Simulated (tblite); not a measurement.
Here is a computed GFN2-xTB geometry (Å):
```
atom  x, y, z in Å
C1     2.5903   -0.0331   -0.1228
N2     1.1808    0.1996    0.0120
C3     0.1777   -0.6421   -0.2647
C4    -1.0028    0.0135    0.0470
C5    -2.3899   -0.4963   -0.0900
F6    -3.1484    0.2676   -0.8918
F7    -3.0361   -0.5724    1.0849
F8    -2.4087   -1.7346   -0.6137
C9    -0.5660    1.2687    0.5155
F10   -1.3251    2.2607    0.9367
N11    0.7438    1.3615    0.4875
H12    3.0350   -0.2364    0.8532
H13    2.7577   -0.8811   -0.7828
H14    3.0572    0.8596   -0.5365
H15    0.3301   -1.6273   -0.6563
```

Neutral, closed shell.

Read off the bonds between heavy atoms and their formal orders.

C1–N2 1.43 Å (single); N2–C3 1.34 Å (aromatic); C3–C4 1.39 Å (aromatic); C4–C5 1.48 Å (single); C5–F6 1.34 Å (single); C5–F7 1.34 Å (single); C5–F8 1.34 Å (single); C4–C9 1.41 Å (aromatic); C9–F10 1.32 Å (single); C9–N11 1.31 Å (aromatic); N2–N11 1.33 Å (aromatic). Bonds to hydrogen (Å): C1–H12 1.09; C1–H13 1.09; C1–H14 1.09; C3–H15 1.07.

Write the SMILES.

`Cn1cc(C(F)(F)F)c(F)n1`, C5H4F4N2. Among its features: pyridine-type ring nitrogen, pyrrole-type ring nitrogen, CF3 group and C–F bond.

Which rings does it hold (smallest set)?

N2–C3–C4–C9–N11 (5 members, 0.00 Å rms from planarity).

Classify the heavy atoms.

C1: N-methyl carbon; N2: pyrrole-type nitrogen; C3: aromatic CH next to a ring nitrogen; C4: substituted aromatic carbon; C5: CF3 carbon; F6/F7/F8: fluorine of a CF3 group; C9: aromatic C–F carbon; F10: aryl fluorine; N11: pyridine-type nitrogen.

What is the arrangement about C3?

It has 3 neighbours (N2, C4, H15) and is planar (angles 129.7°, 123.2° and 107.1°, sum 360.0°, 0.00 Å off the plane of its three neighbours).

What is the arrangement about C1?

It has 4 neighbours (N2, H12, H13, H14) and is tetrahedral (angles from 108.5° to 110.3°).
